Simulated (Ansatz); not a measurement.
`O[AsH][SiH3]` + NH₃ → `N[AsH]O` + SiH₄ at 600 K and 1 bar (cleavage of the As–Si bond).

Gas-phase electronic energies from Ansatz, PBE0-D4/def2-TZVP geometries. CBS: MP2 limit from def2 TZ/QZ plus the TZ coupled-cluster correction, frozen cores. This one scheme is used for every species. For As outer-core shells are correlated without core-valence functions, which leaves a few kJ/mol of doubt a bond. Scalar relativity is left out up to krypton. Each species was taken in one conformer, which may not be the lowest.

```json
{"species": "`O[AsH][SiH3]`", "CCSD(T)/CBS energy (Eh)": "-2602.26090", "H − E (kJ/mol)": "174.6", "S (J/(mol·K))": "403.3"}
{"species": "NH₃", "CCSD(T)/CBS energy (Eh)": "-56.50880", "H − E (kJ/mol)": "112.4", "S (J/(mol·K))": "219.5"}
{"species": "`N[AsH]O`", "CCSD(T)/CBS energy (Eh)": "-2367.29883", "H − E (kJ/mol)": "170.4", "S (J/(mol·K))": "357.7"}
{"species": "SiH₄", "CCSD(T)/CBS energy (Eh)": "-291.46306", "H − E (kJ/mol)": "108.7", "S (J/(mol·K))": "242.3"}
```

H − E and S are ideal-gas, rigid-rotor, harmonic terms from PBE0-D4/def2-TZVP, for one conformer and one mirror image of each species. 1 Eh = 2625.50 kJ/mol, R = 8.31446 J/(mol·K).

Problem. By hand: ΔE, ΔH, ΔS and ΔG.

Solution. ΔE = (-2367.29883) + (-291.46306) − (-2602.26090) − (-56.50880) = 0.00781 Eh = 20.5 kJ/mol. Δ(H − E) = 170.4 + 108.7 − 174.6 − 112.4 = -7.9, so ΔH = 12.6 kJ/mol. ΔS = 357.7 + 242.3 − 403.3 − 219.5 = -22.8 J/(mol·K). ΔG = 12.6 − 600 × (-22.8)/1000 = 26.3 kJ/mol.

Problem. By hand: the equilibrium constant, and the temperature at which ΔG would vanish if ΔH and ΔS stayed fixed.

Solution. log₁₀ K = −ΔG/(RT ln 10) = -2.3. ΔH and −TΔS have one sign here, so there is no such temperature.

TΔS isn't small against ΔH here. A doubt of 5 kJ/mol in ΔE shifts log₁₀ K by 0.4 here. Other conformers and mirror images would add mixing entropy, several J/(mol·K) or more a flexible species. These are equilibria of isolated gas molecules and say nothing of rates. Largest T1 diagnostic: 0.012 (customary marks: 0.02 for closed shells, 0.045 for open ones).
